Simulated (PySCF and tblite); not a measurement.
Values are calculated unless marked as measured or tabulated.
C7H11F, numbered as in [CH3:1][C@:2]1([CH2:3][F:4])[C@@H:5]2[CH2:6][CH2:7][C@H:8]12.

Level: PBE0-D3(BJ)/def2-SVP (IEF-PCM, dichloromethane)//GFN2-xTB, thermal terms from GFN2-xTB, symmetry numbers and mirror pairs counted. Conformers within 3 kcal/mol (GFN2-xTB free energy) were kept, 10 at most. Programs: PySCF with density fitting and tblite.

Torsions listed: C1–C2–C3–F4. The 4-ring runs over atoms 5–6–7–8. Of a mirror pair one member is shown.

| conformer | shape | symmetry |
| --- | --- | --- |
| 1 | 4-ring flat; 180° | Cs |
| 2 | 4-ring flat; -67° | C1 (pair) |

Problem. Which of these conformers is the most populated at 298.15 K, and with what share?

Solution. Conformer 2, about 83 %.

Problem. Give the DFT energies and free energies relative to the lowest, and all weights.

Solution. 
```tsv
conformer	shape	E(DFT) kcal/mol	G(298.15 K) kcal/mol	weight %
1	4-ring flat; 180°	0.63	0.94	16.9
2	4-ring flat; -67°	0.00	0.00	83.1
```

Problem. How does its share change from 180 K to 400 K?

Solution. From 90 % to 79 %; the mixing entropy goes from 1.87 to 2.11 cal/(mol K).

GFN2-xTB leaves a saturated small ring flat here that puckers in reality.
